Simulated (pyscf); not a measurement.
HO–CH₂–CH₂–Mg–OH (SMILES OC[CH2][Mg][OH]) → H₃C–CH₂–O–Mg–OH (SMILES CC[O][Mg][OH]) (concerted two-bond exchange; singlet surface; C–Mg, H–O broken, Mg–O, C–H formed). Single points on ωB97X-D3(BJ)/def2-SVP structures (PySCF, gas phase). Energies in eV from the reactant's lowest minimum found.

```csv
level,barrier,reaction energy
PBE/def2-TZVP,1.66,-0.71
r²SCAN/def2-TZVP,1.76,-0.80
B3LYP-D3(BJ)/def2-TZVP,(withheld),-0.80
PBE0-D3(BJ)/def2-TZVP,1.83,-0.74
M06-2X/def2-TZVP,(withheld),(withheld)
HF/def2-TZVP,2.51,-1.03
```

Q: Some entries are withheld; supply them.

A: 
- B3LYP-D3(BJ)/def2-TZVP, barrier: 1.92
- M06-2X/def2-TZVP, barrier: 1.96
- M06-2X/def2-TZVP, reaction energy: -0.75

The functionals in the table span 0.29 eV in this barrier, from PBE to M06-2X. What is counted as formed (Mg–O) is already present as a longer contact in the reactant adduct; forming that adduct is a step of its own. At the saddle there is also a short H–Mg contact that neither side keeps. HO–CH₂–CH₂–Mg–OH is closed by a dative Mg–O contact. This is the saddle that the search found; another between the same sides may lie lower.
